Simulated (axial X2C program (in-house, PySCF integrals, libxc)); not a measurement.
## Photoelectron levels of MgCd by EOM-IP-CCSD

Computed with an axial X2C code built on PySCF integrals: two-component X2C with atomic mean-field Coulomb and Gaunt terms, Gaussian nuclei, basis Cd dyall-cv3z, Mg dyall-cv3z with contracted cores.

R = 4.096 Å (1.150 times 3.562 Å, the PBE0 minimum at charge 0 for the lowest determinant).

Vertical ionisation energies of MgCd to the states of MgCd⁺:

```json
{"Ω of MgCd⁺": "1/2", "vertical IE (eV)": "7.214", "above lowest (cm⁻¹)": "0", "ionised spinor": "82% Mg sσ, 10% Cd sσ, 7% Cd pσ", "one-hole weight": "0.96"}
{"Ω of MgCd⁺": "1/2", "vertical IE (eV)": "8.841", "above lowest (cm⁻¹)": "13122", "ionised spinor": "83% Cd sσ, 11% Mg sσ", "one-hole weight": "0.93"}
```

This point took 11 s on 1 thread of Intel(R) Xeon(R) Platinum 8375C CPU @ 2.90GHz (Ice Lake), with other jobs on the host.

Reference electrons by ω block (each with its −ω partner): 1/2: 20, 3/2: 8, 5/2: 2. 14 electrons of MgCd correlated (inner shells frozen), 92 natural virtual spinors (a truncated set); levels can be off by some tenths of an eV. Roots sought by Ω: (1/2: 4, 3/2: 3, 5/2: 1); rows need 60 % one-particle weight and stop where some Ω has no more roots. Missing are any skipped roots, higher Ω and states of a further excitation; these come out far too high here and may in truth be low or lowest. T1 of the reference 0.017 (Lee–Taylor). Number of frozen shells: Cd 4 s, 3 p, 1 d; Mg 2 s, 1 p.
